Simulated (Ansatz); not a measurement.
Species: CrBr (charge 0, sextet). The spin state was set by rule; other spins were not relaxed. SMILES: [Cr][Br]
Geometry from a B3LYP-D3(BJ)/def2-TZVP (Ansatz, a first-principles code) optimisation:
```
Cr
Br 1 2.3683
```
Charge 0, spin multiplicity 6.

Quantity: vertical electron affinity (to the septet state of charge -1; a negative value means that the extra electron is unbound and the number depends on the basis; each state is the SCF solution reached for its spin), in eV. Valence correlation only, unless marked. Open shells are spin-unrestricted. No spin-orbit coupling. Frozen are the shells of the preceding noble gas and the d and f shells that filled before the atom's block. No relativistic terms. Anions need diffuse functions: def2-D sets add few. Basis-set limits of correlation are two-point, X^-3; Hartree-Fock from the larger set.

```
level                                 program  vertical electron affinity (eV)
------------------------------------  -------  -------------------------------
SVWN5/def2-TZVPD                       Ansatz                             1.30
PBE/def2-TZVPD                         Ansatz                             1.15
B3LYP/def2-TZVPD                       Ansatz                             1.10
CCSD/def2-QZVPPD                       Ansatz                             1.07
CCSD(T)/def2-SVPD                      Ansatz                             0.96
CCSD(T)/CBS(def2-TZVPPD,def2-QZVPPD)   Ansatz                             1.12
```
